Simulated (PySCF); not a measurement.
A species of formula C4H4N2O has this rotational fingerprint, computed with PySCF 2.14.0, PBE0-D3(BJ)/def2-SVP geometry optimisation, gas phase:

* Rotational constants: A = 6293, B = 2831, C = 1952 MHz
* Dipole components: |μa| = 1.20 D, |μb| = 0.00 D, |μc| = 0.00 D
* Inertial defect: 0.00 u·Å²
* κ: -0.60

Task: Which structure is it? (One computed conformer of each.)
A. pyridazine N-oxide, `[O-][n+]1ccccn1`
B. pyrazine N-oxide, `[O-][n+]1ccncc1`

Result: B. It is [O-][n+]1ccncc1, an asymmetric top, point group C2v. The candidates at the same level (rigid rotor, commonest isotopes):

```
         SMILES  A (MHz)  B (MHz)  C (MHz)  μa (D)  μb (D)  μc (D)  Δ (u·Å²)  point group           rotor
[O-][n+]1ccncc1     6293     2831     1952    1.20    0.00    0.00      0.00          C2v  asymmetric top
[O-][n+]1ccccn1     6080     2951     1987    4.50    1.92    0.00      0.00           Cs  asymmetric top
```

`[O-][n+]1ccccn1` has B 4 % too high. In the right answer the symmetry axis of this C2v structure is a, so μb and μc vanish by symmetry. No structure here is proved a minimum.
